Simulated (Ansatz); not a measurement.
The Cd1–I3 bond of CdFI (SMILES [F][Cd][I]) is stretched (multiplicity 1, the rest rigid).
Geometry at rest (charge 0, multiplicity 1):
```xyz
3

Cd     0.00000     0.00000    -1.08527
F      0.00000     0.00000    -3.03872
I      0.00000     0.00000     1.49889
```

Frozen-core correlation. Filled d and f shells under p-block atoms count as core.

Programs: Ansatz (Gaussian basis) for Hartree–Fock, density functionals and correlated methods.  In def2 rows elements past Kr take small-core potentials, without spin–orbit coupling.

Energies above the point at 2.584 Å (the B3LYP-D3(BJ) bond length), FIC-MRCISD+Q on CASSCF(6,4)/def2-TZVPP (kcal/mol): 10.67 at 2.326 Å; 5.99 at 2.843 Å; 68.27 at 8.269 Å.

**Question.** Take the last value as the depth D of a Morse curve D(1 − e^(−a(R − R₀)))², fit a and R₀ to the two near points, and test it at 3.489 and 4.522 Å.

**Answer.** 
With D = 68.3, both near points (counted from the curve's value at 2.584 Å) are met by a = 1.33 Å⁻¹ and R₀ = 2.577 Å, so k = 2Da² = 240 kcal/(mol Å²). The curve then gives 33.6 and 58.3 kcal/mol; the level itself gives 36.8 and 64.4, so Morse is off by -3.2 and -6.1.

Doubts at one or more of the structures used: active orbitals that take no part (FIC-MRCISD+Q on CASSCF(6,4)/def2-TZVPP).

Ansatz is a program for electronic structure.
